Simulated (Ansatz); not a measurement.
C4H13OSi2 (SMILES [CH2][SiH](C)O[SiH](C)C), doublet, geometry from GFN2-xTB. Base run: PBE/STO-3G (Ansatz, a first-principles code).

Here is a job for Ansatz.
Ansatz 0.2 input:
```yaml
crystal:
  periodic: [false, false, false]
  atoms:
    - {symbol: C, position_ang: [1.95179505, -1.60399281, -0.93866634]}
    - {symbol: Si, position_ang: [1.51442239, 0.15189073, -0.57504749]}
    - {symbol: C, position_ang: [2.77705771, 0.95376545, 0.60630087]}
    - {symbol: O, position_ang: [0.06125965, 0.23208116, 0.15292714]}
    - {symbol: Si, position_ang: [-1.45231094, -0.18008438, 0.57029738]}
    - {symbol: C, position_ang: [-2.29249994, -1.08439327, -0.87387750]}
    - {symbol: C, position_ang: [-2.37307152, 1.42429876, 0.99636628]}
    - {symbol: H, position_ang: [2.91055347, -1.89504606, -1.32957054]}
    - {symbol: H, position_ang: [1.26628988, -2.41711128, -0.77606579]}
    - {symbol: H, position_ang: [1.38510064, 0.96160406, -1.79775266]}
    - {symbol: H, position_ang: [2.82944805, 0.42552878, 1.55366082]}
    - {symbol: H, position_ang: [2.51174679, 1.98527234, 0.81652142]}
    - {symbol: H, position_ang: [3.76835764, 0.94773245, 0.16497223]}
    - {symbol: H, position_ang: [-1.32610758, -1.06122922, 1.73958173]}
    - {symbol: H, position_ang: [-3.30683604, -1.37959823, -0.62444550]}
    - {symbol: H, position_ang: [-1.74558581, -1.98278103, -1.14425824]}
    - {symbol: H, position_ang: [-2.34046795, -0.45646569, -1.75952578]}
    - {symbol: H, position_ang: [-1.86404260, 1.97072778, 1.78445613]}
    - {symbol: H, position_ang: [-3.38220873, 1.21709517, 1.33859359]}
    - {symbol: H, position_ang: [-2.44557292, 2.08426380, 0.13617706]}
basis:
  gaussian:
    orbitals: STO-3G
hamiltonian:
  xc: pbe
magnetization: {spin_polarized: true, initial_magnetization: 1}
```

The base run was repeated with changes; each row names its change, and settings that it needs were set with it.

| change | basis functions | E (Eh) |
|---|---|---|
| base | 56 | -804.18994 |
| basis = x2c-SVPall; relativity = none | 171 | -813.42444 |
| basis = jorge-DZP-DKH; relativity = none | 188 | -813.73285 |
| basis = jorge-DZP-DKH; relativity = spin-free X2C | 188 | -815.22183 |
| basis = x2c-SVPall; relativity = spin-free X2C | 171 | -814.84370 |
| basis = ANO-RCC-VDZP; relativity = none | 171 | -813.72755 |
| basis = x2c-SVPall; relativity = spin-free X2C; nucleus = Gaussian | 171 | -814.84334 |
| basis = ANO-RCC-VDZP; relativity = spin-free X2C; nucleus = Gaussian | 171 | -815.32676 |
| basis = jorge-DZP-DKH; relativity = spin-free X2C; nucleus = Gaussian | 188 | -815.22144 |
| basis = ANO-RCC-VDZP; relativity = spin-free X2C | 171 | -815.32716 |

Absolute energies of different levels of theory aren't comparable as measures of quality.

Ansatz warned in this series: the basis is contracted for relativity, which the run leaves out.

Basis sets contracted for a relativistic Hamiltonian are a mismatch without it, so the rows without relativity aren't non-relativistic limits. No row has spin-orbit coupling; sets with core potentials leave out the core electrons.
